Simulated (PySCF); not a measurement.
# Rotational lines of CsBr

Lines J+1 ← J of the vibrational ground state, computed from PBE0 constants of CsBr, ¹Σ⁺ (singlet), closed shell (Cs x2c-TZVPall, Br x2c-TZVPall; spin-free X2C with a Gaussian nucleus (PySCF 2.14); masses 132.9054 and 78.9183 u), in MHz:

| J | ν (MHz) |
| --- | --- |
| 2 | 6520.6 |
| 3 | 8694.2 |
| 4 | 10867.6 |
| 5 | 13041.1 |
| 6 | 15214.5 |

Find B0 and the effective bond length r0; with αe = 0.000126 cm⁻¹, find Re.

ν = 2B0(J+1) − 4D(J+1)³ gives B0 = 0.036251 cm⁻¹. With the reduced mass μred = 49.516 u, r0 = √(16.8576/(μred·B0)) (u, cm⁻¹, Å) = 3.0645 Å. Be = B0 + αe/2 = 0.036314 cm⁻¹ gives Re = 3.062 Å.

These are scalar-relativistic numbers at best; spin–orbit coupling would shift them, the dissociation energy most.
